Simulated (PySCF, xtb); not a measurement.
GeH₃Cl, SMILES [GeH3][Cl].

xtb with GFN2-xTB at its own geometry gives an orbital gap of 7.57 eV and a dipole moment of 1.07 D.

Geometry: PBE0-D3(BJ)/def2-TZVP.

Task: What does PySCF with PBE0/def2-TZVPD give? (The exact figures need the calculation; the answer reports its results.)

Result: gap 8.24 eV (levels -8.81 and -0.57 eV), dipole 1.98 D.
